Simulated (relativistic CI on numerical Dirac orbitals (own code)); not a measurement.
## Energy levels of Se3+

Method of calculation: Dirac-Coulomb-Breit CI, KLI orbitals optimised for each configuration, QED by a radiative potential, valence Slater integrals scaled by 0.85, P86 correlation estimate, and configurations built on the next ion tied to the tabulated ionisation energy (semi-empirical) (own radial code, finite nucleus).

CI space (outside the closed core [Ar] 3d10): 4s²4p, 4s²4d, 4s²5s, 4s²5p, 4s²5d, 4s²6s, 4s²4f, 4s²5f, 4s4p², 4p³, 4s4p4d, 4s4p4f, 4p4d², 4s²6p, 4s4p5s, 4s²5g, 4p²4d, 4s²6d, 4s²6f, 4s4p5p, 4s4d², 4p4f², 4s4p5d, 4s4p6s. Levels of other configurations are missing.

The lowest level is 4s²4p ²P°1/2, with 97 % of that term; Hund's rules for 4s²4p give ²P° with J = 1/2, in agreement.

```
No.  Configuration  Term    J  E (cm⁻¹)    %  Next component (%)  jj configuration (%)
  1          4s²4p   ²P°  1/2       0.0   97           1 4p³ ²P°            4p1/2 (97)
  2          4s²4p   ²P°  3/2    4206.2   97           2 4p³ ²P°            4p3/2 (97)
  3         4s4p²‡    ⁴P  1/2   77324.0   99                           4s 4p1/2^2 (50)
  4         4s4p²‡    ⁴P  3/2   78988.4   99                       4s 4p1/2 4p3/2 (90)
  5         4s4p²‡    ⁴P  5/2   81332.8   99                1 ²D       4s 4p3/2^2 (58)
  6         4s4p²‡    ²D  3/2  102320.4   84         14 4s²4d ²D   4s 4p1/2 4p3/2 (59)
  7         4s4p²‡    ²D  5/2  102809.6   84         14 4s²4d ²D   4s 4p1/2 4p3/2 (49)
  8         4s4p²‡    ²S  1/2  126463.4   91                6 ²P       4s 4p3/2^2 (53)
  9         4s4p²‡    ²P  1/2  135385.0   90                7 ²S   4s 4p1/2 4p3/2 (60)
 10         4s4p²‡    ²P  3/2  137662.7   96          3 4p²4d ²P       4s 4p3/2^2 (56)
 11          4s²4d    ²D  3/2  149212.9   83         13 4s4p² ²D            4d3/2 (83)
 12          4s²4d    ²D  5/2  149543.2   83         13 4s4p² ²D            4d5/2 (83)
 13          4s²5s    ²S  1/2  157419.0   99         1 4s4p5p ²S               5s (99)
 14          4s²5p   ²P°  1/2  190160.4   98        1 4s4p5s ²P°            5p1/2 (98)
 15          4s²5p   ²P°  3/2  191308.9   98        1 4s4p5s ²P°            5p3/2 (98)
 16           4p³‡   ²D°  3/2  203155.9   60       37 4s4p4d ²D°            4p3/2 (26)
 17           4p³‡   ²D°  5/2  203873.6   62       37 4s4p4d ²D°    4p1/2 4p3/2^2 (62)
 18           4p³‡   ⁴S°  3/2  208851.0   97               1 ²P°    4p1/2 4p3/2^2 (59)
 19        4s4p4d‡   ⁴F°  3/2  221053.8   99                       4s 4p1/2 4d3/2 (78)
 20        4s4p4d‡   ⁴F°  5/2  221940.2   99               1 ⁴D°   4s 4p1/2 4d3/2 (37)
 21        4s4p4d‡   ⁴F°  7/2  223258.7   98               1 ⁴D°   4s 4p1/2 4d5/2 (42)
 22        4s4p4d‡   ⁴F°  9/2  225149.1  100                      4s 4p3/2 4d5/2 (100)
 23           4p³‡   ²P°  1/2  225858.3   72       26 4s4p4d ²P°    4p1/2 4p3/2^2 (72)
 24           4p³‡   ²P°  3/2  226102.1   67       27 4s4p4d ²P°          4p3/2^3 (47)
 25          4s²4f   ²F°  7/2  230723.6   91        8 4s4p4d ²F°            4f7/2 (91)
 26          4s²4f   ²F°  5/2  230763.7   91        8 4s4p4d ²F°            4f5/2 (91)
 27        4s4p4d‡   ⁴P°  5/2  234239.0   75              23 ⁴D°   4s 4p1/2 4d5/2 (80)
 28        4s4p4d‡   ⁴P°  3/2  234979.0   52              47 ⁴D°   4s 4p1/2 4d3/2 (40)
 29        4s4p4d‡   ⁴D°  1/2  235599.7   75              24 ⁴P°   4s 4p1/2 4d3/2 (58)
 30        4s4p4d‡   ⁴P°  1/2  237450.4   75              24 ⁴D°   4s 4p3/2 4d3/2 (95)
 31        4s4p4d‡   ⁴D°  3/2  237796.2   52              47 ⁴P°   4s 4p3/2 4d3/2 (83)
 32        4s4p4d‡   ⁴D°  7/2  237861.5   98               1 ⁴F°   4s 4p3/2 4d5/2 (70)
 33        4s4p4d‡   ⁴D°  5/2  237983.2   76              23 ⁴P°   4s 4p3/2 4d3/2 (55)
 34          4s²5d    ²D  3/2  238462.7   99         1 4s4p5p ²D            5d3/2 (99)
 35          4s²5d    ²D  5/2  238597.6   99         1 4s4p5p ²D            5d5/2 (99)
 36          4s²6s    ²S  1/2  241819.5  100                                  6s (100)
 37        4s4p5s‡   ⁴P°  1/2  245153.8   98        1 4s4p4d ⁴P°      4s 4p1/2 5s (92)
 38        4s4p4d‡   ²D°  3/2  246252.9   72          24 4p³ ²D°   4s 4p3/2 4d5/2 (30)
 39        4s4p4d‡   ²D°  5/2  246297.3   69          23 4p³ ²D°   4s 4p3/2 4d5/2 (40)
 40        4s4p5s‡   ⁴P°  3/2  246609.2   96               2 ²P°      4s 4p1/2 5s (65)
 41        4s4p5s‡   ⁴P°  5/2  249579.7   99                          4s 4p3/2 5s (99)
 42        4s4p4d‡   ²F°  5/2  249771.7   94               4 ²D°   4s 4p1/2 4d5/2 (51)
 43        4s4p5s‡   ²P°  1/2  251811.6   66        28 4s²6p ²P°      4s 4p1/2 5s (47)
 44        4s4p4d‡   ²F°  7/2  253040.1   98        1 4s4p5d ²F°   4s 4p3/2 4d5/2 (51)
 45          4s²6p   ²P°  3/2  253595.1   49       43 4s4p5s ²P°            6p3/2 (49)
 46          4s²6p   ²P°  1/2  257112.7   71       26 4s4p5s ²P°            6p1/2 (71)
 47          4s²6p   ²P°  3/2  258724.3   49       40 4s4p5s ²P°            6p3/2 (49)
 48        4s4p4d‡   ²P°  3/2  267199.8   62          18 4p³ ²P°   4s 4p3/2 4d5/2 (27)
 49        4s4p4d‡   ²P°  1/2  267889.9   72          17 4p³ ²P°   4s 4p3/2 4d5/2 (59)
 50          4s²5f   ²F°  7/2  268440.6   62       31 4s4p4d ²F°            5f7/2 (62)
 51          4s²5f   ²F°  5/2  268650.3   64       30 4s4p4d ²F°            5f5/2 (64)
 52          4s²5g    ²G  7/2  275742.9  100                               5g7/2 (100)
 53          4s²5g    ²G  9/2  275743.4  100                               5g9/2 (100)
 54        4s4p5p‡    ⁴D  1/2  276145.8   91                8 ²P   4s 4p1/2 5p1/2 (91)
 55        4s4p5p‡    ⁴D  3/2  277187.9   78         16 4s²6d ²D   4s 4p1/2 5p1/2 (38)
 56          4s²6d    ²D  5/2  277595.1   94         3 4s4p5p ²D            6d5/2 (94)
 57          4s²6d    ²D  3/2  277613.4   81        15 4s4p5p ⁴D            6d3/2 (81)
 58        4s4p5p‡    ⁴D  5/2  279091.0   91                5 ⁴P   4s 4p1/2 5p3/2 (50)
 59        4s4p5p‡    ⁴P  3/2  280373.8   40               32 ²P   4s 4p1/2 5p3/2 (70)
 60        4s4p5p‡    ⁴P  1/2  280626.6   87               12 ²P   4s 4p1/2 5p1/2 (38)
 61        4s4p5p‡    ²P  1/2  281301.7   78               10 ⁴P   4s 4p3/2 5p3/2 (41)
 62        4s4p5p‡    ⁴D  7/2  281742.7   99                       4s 4p3/2 5p3/2 (99)
 63        4s4p5p‡    ²P  3/2  282668.8   48               43 ⁴P   4s 4p3/2 5p1/2 (55)
 64        4s4p4d‡   ²D°  3/2  283412.2   80          10 4p³ ²D°   4s 4p3/2 4d3/2 (42)
 65        4s4p5p‡    ⁴P  5/2  283724.0   93                5 ⁴D   4s 4p3/2 5p3/2 (52)
 66        4s4p4d‡   ²D°  5/2  284063.7   75          10 4p³ ²D°   4s 4p3/2 4d5/2 (37)
 67        4s4p4d‡   ²F°  7/2  284362.9   46        36 4s²5f ²F°            5f7/2 (36)
 68        4s4p5p‡    ⁴S  3/2  284565.1   74               14 ⁴P   4s 4p3/2 5p3/2 (49)
 69        4s4p4d‡   ²F°  5/2  284765.8   42        30 4s²5f ²F°            5f5/2 (30)
 70        4s4p4d‡   ²P°  1/2  286178.5   84        6 4s4p5s ²P°   4s 4p3/2 4d3/2 (60)
```

Energies count from the lowest computed level; ° marks odd parity. Filled j subshells are mostly left out of the jj labels. ‡ marks configurations that were not tied to measured data.

The mean weight of the leading LS term, summed over parents, in these 70 levels is 82 %, and that of the leading jj configuration (from the same eigenvectors) 66 %, so LS coupling describes them better.

Configurations that consist of the next ion and one excited electron were tied to the tabulated ionisation energy; Rydberg ones are usually within 1,000 to 3,000 cm⁻¹ and the lowest ones within about 6,000 (9,000 in d shells), while levels on excited terms of the next ion carry the error of that term, and the other configurations can be misplaced by 10,000 cm⁻¹ or more. Rates follow the energies as ν³ (E1, M1) or ν⁵ (E2), so rates, branching and lifetimes can be off by large factors. The fine structure of a lone outer electron comes out too small, for d and f at times inverted, and misplaced configurations move strength between like terms. 16 of the 16 excited levels that our extract of the measured tables holds in this range could be paired (the sources list more); they are missed by 1312 cm⁻¹ on average and 4063 at most, and levels without a partner can miss by more.

LS names give the leading component of a level, which can be under half, so a name can repeat, a term be missing and a line seem to break the LS rules.
